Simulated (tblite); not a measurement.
Compound: C9H7N3.
Bonds: C1–C2 (aromatic), C2–C3 (aromatic), C3–C4 (aromatic), C4–C5, C5–C6 (aromatic), C6–N7 (aromatic), N7–C8 (aromatic), C8–N9 (aromatic), N9–N10 (aromatic), C4–C11 (aromatic), C11–C12 (aromatic), C1–C12 (aromatic), C5–N10 (aromatic). Hydrogens: H13 on C1; H14 on C2; H15 on C3; H16 on C6; H17 on C8; H18 on C11; H19 on C12.

The geometry is computed with GFN2-xTB (gas phase).

(1) What internal coordinates does the optimisation give?

Results:

(1) 
```
           bond  length (Å)
  C1–C2, C1–C12       1.386
 C2–C3, C11–C12       1.381
  C3–C4, C4–C11       1.396
          C4–C5       1.464
          C5–C6       1.409
          C6–N7       1.315
          N7–C8       1.331
          C8–N9       1.317
         N9–N10       1.297
         C5–N10       1.335
         C1–H13       1.080
C2–H14, C12–H19       1.080
C3–H15, C11–H18       1.079
         C6–H16       1.081
         C8–H17       1.081
```

Bonds in one row agree within 0.01 Å and their mean is given. A selection of angles:
```
      angle  degrees
  C2–C1–C12    119.8
  C2–C1–H13    120.2
   C1–C2–C3    120.1
  C1–C2–H14    120.0
  C3–C2–H14    119.8
   C2–C3–C4    120.5
  C2–C3–H15    121.1
  C4–C3–H15    118.4
   C3–C4–C5    118.8
  C3–C4–C11    118.9
  C5–C4–C11    122.3
   C4–C5–C6    124.7
  C4–C5–N10    117.0
  C6–C5–N10    118.3
   C5–C6–N7    120.9
  C5–C6–H16    123.2
  N7–C6–H16    115.9
   C6–N7–C8    115.8
   N7–C8–N9    125.3
  N7–C8–H17    117.5
  N9–C8–H17    117.2
  C8–N9–N10    119.1
  C5–N10–N9    120.6
 C4–C11–C12    120.3
 C4–C11–H18    120.8
C12–C11–H18    118.9
```

Torsions: C3–C4–C5–C6 180° (antiperiplanar).

The 6-membered ring C5–C6–N7–C8–N9–N10 has internal angles of 115.8° to 125.3°; it is planar, 0.00 Å rms from its mean plane, widest ring torsion 0°. The 12 heavy atoms lie in one plane (0.001 Å rms). N9 (pyridine-type nitrogen) is bent (angle 119.1°). Of the pairs four or more bonds apart, N10···H15 is among the closest relative to their van der Waals radii: 2.35 Å, 86 % of the sum of Bondi's values. The 8 C–C bonds span 1.381 Å (C2–C3, aromatic) to 1.464 Å (C4–C5, drawn single), a spread of 0.083 Å. The 6-membered ring C1–C2–C3–C4–C11–C12 has internal angles of 118.9° to 120.5° (sum 720°, against 720° for a flat polygon); it is planar, 0.00 Å rms from its mean plane, widest ring torsion 0°.

Point group: Cs (tolerance 0.08 Å). GFN2-xTB frequencies show an imaginary mode (53i cm⁻¹), so the point is no minimum at that level.

On Arm Neoverse V2, one thread, on a shared host, this took 0.22 s. These figures are those of the optimisation.
